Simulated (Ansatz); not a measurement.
Total energies of GaH₂Br from Ansatz at r2SCAN-D4/def2-TZVP, gas phase (1 Eh = 27.2114 eV = 2625.5 kJ/mol). The reference geometry is relaxed at PBE-D4/def2-TZVP.

| state | geometry | energy (Eh) |
| --- | --- | --- |
| charge 0 singlet | reference | -4500.22410 |
| charge 1 doublet | reference | -4499.84738 |
| free Ga atom (doublet) | – | -1924.78964 |
| free H atom (doublet) | – | -0.49993 |
| free Br atom (doublet) | – | -2574.09258 |

(1) Work out the vertical ionisation energy to the doublet.

(2) What is the binding energy per atom against free atoms?

(1) E(charge 1 doublet) − E(charge 0 singlet) = -4499.84738 − (-4500.22410) = 0.37672 Eh = 10.25 eV. For comparison, −ε of the highest occupied level is 7.13 eV at this level, 3.12 eV less.

(2) Atoms: 1 × (-1924.78964) + 2 × (-0.49993) + 1 × (-2574.09258) = -4499.88208 Eh. Binding: -4499.88208 − (-4500.22410) = 0.34202 Eh = 9.31 eV, or 2.33 eV for each of 4 atoms (no zero-point energy, no counterpoise term).
